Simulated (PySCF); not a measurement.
PySCF input (MN15/def2-TZVPD):

```python
from pyscf import gto, scf, dft

mol = gto.M(
    atom='''
    Al   -0.01661298   -0.05401207   -0.05441973
    H     0.61015758    0.25512337    1.46491578
    H    -0.05068770    1.56382298    0.36775930
    H    -0.34350110   -1.11678946   -1.12521856
    ''',
    basis='def2-tzvpd',
    charge=1,
    spin=1,
    verbose=4,
)

mf = dft.UKS(mol, xc='mn15').density_fit(auxbasis='def2-universal-jkfit')
mf.grids.level = 4
mf.conv_tol = 1e-9
mf.max_cycle = 100
mf.max_memory = 1500
mf.kernel()
if not mf.converged:
    mf = mf.newton()
    mf.kernel(mf.make_rdm1())
for _ in range(2):
    mo, _, stable, _ = mf.stability(return_status=True)
    if stable:
        break
    mf.kernel(mf.make_rdm1(mo, mf.mo_occ))
mf.analyze()
```

End of the output:

```
Extra cycle  E= -243.706649214707  delta_E= -2.59e-11  |g|= 1.71e-06  |ddm|= 1.03e-05
converged SCF energy = -243.706649214707  <S^2> = 0.75736014  2S+1 = 2.0073466
uhf_internal: lowest eigs of H = [0.1592173  0.33782619 0.37279698]
<class 'pyscf.df.df_jk.DFUKS'> wavefunction is stable in the internal stability analysis
**** SCF Summaries ****
Total Energy =                        -243.706649214707141
Nuclear Repulsion Energy =              13.315833539605793
One-electron Energy =                 -360.272716459030619
Two-electron Energy =                  103.250233704717658
Two-electron Coulomb Energy =          122.572504838287131
DFT Exchange-Correlation Energy =      -19.322271133569476
HOMO-LUMO gap [eV] =                     3.765897223189073
**** MO energy ****
                             alpha | beta                alpha | beta
MO #1   energy= -55.5713964786672  | -55.5704634434602  occ= 1 | 1
MO #2   energy= -4.37743767623211  | -4.37741666303566  occ= 1 | 1
MO #3   energy= -3.06512697928752  | -3.06491208717808  occ= 1 | 1
MO #4   energy= -3.06254006306922  | -3.05993866673835  occ= 1 | 1
MO #5   energy= -3.05294267433466  | -3.05402858181447  occ= 1 | 1
MO #6   energy= -0.765205464238006 | -0.710273872604786 occ= 1 | 1
MO #7   energy= -0.633603980307006 | -0.613659942870566 occ= 1 | 1
MO #8   energy= -0.582644040916584 | -0.444249869431854 occ= 1 | 0
MO #9   energy= -0.285214365500998 | -0.292637035550051 occ= 0 | 0
MO #10  energy= -0.243314638269052 | -0.240167700074068 occ= 0 | 0
MO #11  energy= -0.209093948345393 | -0.191850800755876 occ= 0 | 0
MO #12  energy= -0.11206888742915  | -0.100536934380398 occ= 0 | 0
MO #13  energy= -0.0883889542048131 | -0.0916590863184761 occ= 0 | 0
MO #14  energy= -0.0789547260716018 | -0.0679263176222307 occ= 0 | 0
MO #15  energy= -0.0765616918448933 | -0.0578588354224916 occ= 0 | 0
MO #16  energy= -0.0389475438155564 | -0.0361251023029947 occ= 0 | 0
MO #17  energy= -0.0241881367373811 | -0.00705314781732014 occ= 0 | 0
MO #18  energy= 0.00551442678268876 | 0.00670583374295674 occ= 0 | 0
MO #19  energy= 0.00595070657516138 | 0.0107997838276496 occ= 0 | 0
MO #20  energy= 0.0316635398911309 | 0.0243779813324743 occ= 0 | 0
MO #21  energy= 0.0475502282015202 | 0.0396302228921321 occ= 0 | 0
MO #22  energy= 0.0525202087388104 | 0.0545413501354224 occ= 0 | 0
MO #23  energy= 0.0540891054177602 | 0.0558150057092566 occ= 0 | 0
MO #24  energy= 0.0585767501046305 | 0.0614729203645007 occ= 0 | 0
MO #25  energy= 0.0599419177301804 | 0.0681765748484939 occ= 0 | 0
MO #26  energy= 0.0658556137106366 | 0.0772799752333881 occ= 0 | 0
MO #27  energy= 0.105810732063581  | 0.10857248093194   occ= 0 | 0
MO #28  energy= 0.116880375942573  | 0.131646954260688  occ= 0 | 0
MO #29  energy= 0.122390839570874  | 0.143935781101087  occ= 0 | 0
MO #30  energy= 0.176457404267344  | 0.200241507342119  occ= 0 | 0
MO #31  energy= 0.223340124048286  | 0.218699090826794  occ= 0 | 0
MO #32  energy= 0.231812406913582  | 0.235189552650285  occ= 0 | 0
MO #33  energy= 0.23619615383615   | 0.237301231051542  occ= 0 | 0
MO #34  energy= 0.258062622227781  | 0.239200692744759  occ= 0 | 0
MO #35  energy= 0.267378971724996  | 0.278064647147087  occ= 0 | 0
MO #36  energy= 0.313459356679312  | 0.314044006052082  occ= 0 | 0
MO #37  energy= 0.328461324538054  | 0.332923471216221  occ= 0 | 0
MO #38  energy= 0.360915137281541  | 0.359005010595686  occ= 0 | 0
MO #39  energy= 0.411565662809497  | 0.40624581157164   occ= 0 | 0
MO #40  energy= 0.523641551488844  | 0.545709259412632  occ= 0 | 0
MO #41  energy= 0.555668063764098  | 0.55987695855455   occ= 0 | 0
MO #42  energy= 0.555838696790995  | 0.565496610653049  occ= 0 | 0
MO #43  energy= 0.581172713096228  | 0.581813416870124  occ= 0 | 0
MO #44  energy= 0.607083322827647  | 0.589643220554528  occ= 0 | 0
MO #45  energy= 0.618683357506786  | 0.626565956829875  occ= 0 | 0
MO #46  energy= 0.637185585737363  | 0.63016505354344   occ= 0 | 0
MO #47  energy= 0.641865698116518  | 0.63182445442383   occ= 0 | 0
MO #48  energy= 0.650081106809372  | 0.649071146586069  occ= 0 | 0
MO #49  energy= 0.670637736940247  | 0.668485396360191  occ= 0 | 0
MO #50  energy= 0.772676608957058  | 0.763881064504749  occ= 0 | 0
MO #51  energy= 0.789488874681689  | 0.768183776539659  occ= 0 | 0
MO #52  energy= 1.40550254879998   | 1.30692485519983   occ= 0 | 0
MO #53  energy= 1.42667623936308   | 1.43431770268353   occ= 0 | 0
MO #54  energy= 1.42772286469678   | 1.4426891266809    occ= 0 | 0
MO #55  energy= 1.52418400714396   | 1.52421290883346   occ= 0 | 0
MO #56  energy= 1.60493113581269   | 1.53878384944483   occ= 0 | 0
MO #57  energy= 1.62524739631059   | 1.6095216547196    occ= 0 | 0
MO #58  energy= 1.65293680525791   | 1.65820391340927   occ= 0 | 0
MO #59  energy= 1.69133651843992   | 1.71689852842349   occ= 0 | 0
MO #60  energy= 1.76340810349709   | 1.76364069164456   occ= 0 | 0
MO #61  energy= 1.92026335250797   | 1.8953515350749    occ= 0 | 0
MO #62  energy= 2.13002066398729   | 2.13456025554174   occ= 0 | 0
MO #63  energy= 2.23528552227668   | 2.18977690970594   occ= 0 | 0
MO #64  energy= 2.392802510239     | 2.36037677397903   occ= 0 | 0
MO #65  energy= 2.41346596561502   | 2.40867376654939   occ= 0 | 0
MO #66  energy= 2.62115981054004   | 2.56344884614323   occ= 0 | 0
MO #67  energy= 6.92847934020488   | 6.91690330818216   occ= 0 | 0
MO #68  energy= 8.53288469511781   | 8.52744879103455   occ= 0 | 0
MO #69  energy= 8.72103843520751   | 8.73403306765425   occ= 0 | 0
MO #70  energy= 8.82022462630724   | 8.78564169055067   occ= 0 | 0

To work with the spin densities directly, `use mulliken_meta_spin()` only printing them here.

 ** Mulliken spin pop alpha/beta on meta-lowdin orthogonal AOs **
 ** Mulliken Spin Density (per AO)  **
spin_pop of  0 Al 1s       -0.00000
spin_pop of  0 Al 2s        0.00002
spin_pop of  0 Al 3s       -0.03831
spin_pop of  0 Al 4s       -0.00069
spin_pop of  0 Al 5s        0.00002
spin_pop of  0 Al 6s        0.00000
spin_pop of  0 Al 2px       0.00003
spin_pop of  0 Al 2py       0.00006
spin_pop of  0 Al 2pz       0.00006
spin_pop of  0 Al 3px       0.03535
spin_pop of  0 Al 3py       0.13662
spin_pop of  0 Al 3pz       0.09500
spin_pop of  0 Al 4px       0.00102
spin_pop of  0 Al 4py       0.00444
spin_pop of  0 Al 4pz       0.00332
spin_pop of  0 Al 5px       0.00017
spin_pop of  0 Al 5py       0.00090
spin_pop of  0 Al 5pz       0.00073
spin_pop of  0 Al 6px      -0.00001
spin_pop of  0 Al 6py      -0.00001
spin_pop of  0 Al 6pz      -0.00001
spin_pop of  0 Al 3dxy     -0.00003
spin_pop of  0 Al 3dyz     -0.00025
spin_pop of  0 Al 3dz^2     0.00400
spin_pop of  0 Al 3dxz      0.00143
spin_pop of  0 Al 3dx2-y2    0.00294
spin_pop of  0 Al 4dxy     -0.00001
spin_pop of  0 Al 4dyz     -0.00004
spin_pop of  0 Al 4dz^2     0.00015
[...]
```
